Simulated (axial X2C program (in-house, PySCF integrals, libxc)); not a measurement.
Potential curves of RuP⁺, two-component

Computed with an in-house relativistic program for diatomic molecules. Two-component (2c) means X2C with spin–orbit coupling and atomic mean-field two-electron Coulomb and Gaunt terms. Basis: Ru dyall-cv3z [12s12p8d5f3g], P dyall-v3z [8s7p2d1f] (cores contracted in-house); Gaussian nuclei, density fitting, unrestricted open shells. Masses: Ru 101.904 u, P 30.974 u.

State: Ω = 2 (⟨Sz⟩ = 1.00, ⟨Lz⟩ = 1.00 at PBE0). Energies in eV from the lowest point of each curve. Fits are polynomials in 1 − R0/R over 0.85 to 1.23 times the lowest point R0.

| R (Å) | PBE0 |
| --- | --- |
| 1.7762 | 2.0527 |
| 1.8836 | 0.8536 |
| 1.9702 | 0.3353 |
| 2.0351 | 0.1250 |
| 2.1000 | 0.0231 |
| 2.1650 | 0.0000 |
| 2.2408 | 0.0444 |
| 2.3166 | 0.1423 |
| 2.4140 | 0.3205 |
| 2.5330 | 0.5867 |
| 2.7062 | 1.0142 |

Density functionals use the spin component along the axis (collinear). The functionals have no current-density term, which raises determinants with orbital currents, atoms included. The state is one determinant with fixed occupations, lowest in a PBE0 search at one distance only: followed along the bond, the 2c determinant Ω = 3 reaches 0.92 eV lower at PBE0, at Re = 1.953 Å, so the state shown is not the lowest. With several unpaired electrons one determinant need not be a pure state. Open-shell Ω = 0 determinants with evenly filled partner blocks cannot be reached by this program, so the Ω shown need not be the lowest component. The lowest spin-free determinant has another configuration (M_S = 0, Λ = 0), so the order of states is uncertain and this need not be the ground state.

**Question.** What are Re and ωe at the PBE0 level?

**Answer.** At PBE0, 2c: Re = 2.155 Å, ωe ≈ 402 cm⁻¹; Be follows as 0.153 cm⁻¹.
